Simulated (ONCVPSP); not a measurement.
## zinc: one change to an ONCV potential, before and after

Zn (Z = 30), optimised norm-conserving Vanderbilt (ONCV), made with ONCVPSP 4.0.1 (PBEsol, fully relativistic). Core [Ne], reference 3s2 3p6 3d10 (charge +2). Waves: 3s: rc 1.00 bohr, ncon 4, nbas 9, qcut 14.7 1/bohr, 3 projectors, debl 1.6 Ha; 3p: rc 0.75 bohr, ncon 5, nbas 9, qcut 12.2 1/bohr, 2 projectors, debl 2.5 Ha; 3d: rc 1.35 bohr, ncon 3, nbas 7, qcut 9.7 1/bohr, 2 projectors, debl 3.8 Ha. Local part: polynomial inside 0.70 bohr (lpopt 4, dvloc0 0 Ha). Core correction: none.

Open shells are filled in proportion to 2j + 1.

In the s channel the program set the typed energies aside and used -5.502, 0.250, 1.850 Ha. In the p channel the program set the typed energies aside and used -3.789, 0.250 Ha (j = l + 1/2; the other j can differ).

Change: s: rc 0.78.

Cutoffs: the cutoffs (Ha) at which the residual kinetic energy of the hardest occupied pseudo-wave falls to 1 and 0.1 mHa per electron; they do not see the model core or the augmentation charge, which bear on the density cutoff. Errors are all-electron minus pseudo energies relative to the spin-unpolarised reference configuration.

Q: What does the change do?

A: The potential gets neither clearly harder nor softer (95 Ha and 409 Ha → 95 Ha and 409 Ha); the p channel sets the loose cutoff, while the largest relative change is in s, which becomes harder; the errors of the 4 common tests hardly move; neither file shows a bound ghost.

| quantity | base | changed |
| --- | --- | --- |
| cutoff, loose | 95 Ha | 95 Ha |
| cutoff, tight | 409 Ha | 409 Ha |
| loose cutoff by channel | s 68 Ha, p 95 Ha, d 43 Ha | s 84 Ha, p 95 Ha, d 43 Ha |
| bound ghosts | none | none |
| GHOST(+) flags under 300 eV | none | none |
| error for 3s2 3p6 3d10 4s2, meV [ΔE -28.25 eV] | +16 | +17 |
| error for 3s2 3p6 3d10 4s1, meV [ΔE -18.35 eV] | +5.3 | +5.4 |
| error for 3s2 3p6 3d9, meV [ΔE 40.51 eV] | +103 | +103 |
| error for 3s2 3p6 3d10 4s1.5, meV [ΔE -24.30 eV] | +11 | +11 |
| p3/2: phases at 0.76 bohr within 0.05 rad from the reference energy up to (Ha; the scan ends near 5) | to the end of the scan | to the end of the scan |
| p1/2: phases at 0.76 bohr within 0.05 rad from the reference energy up to (Ha; the scan ends near 5) | to the end of the scan | to the end of the scan |
| d5/2: phases at 1.37 bohr within 0.05 rad from the reference energy up to (Ha; the scan ends near 5) | to the end of the scan | to the end of the scan |
| d3/2: phases at 1.37 bohr within 0.05 rad from the reference energy up to (Ha; the scan ends near 5) | to the end of the scan | to the end of the scan |
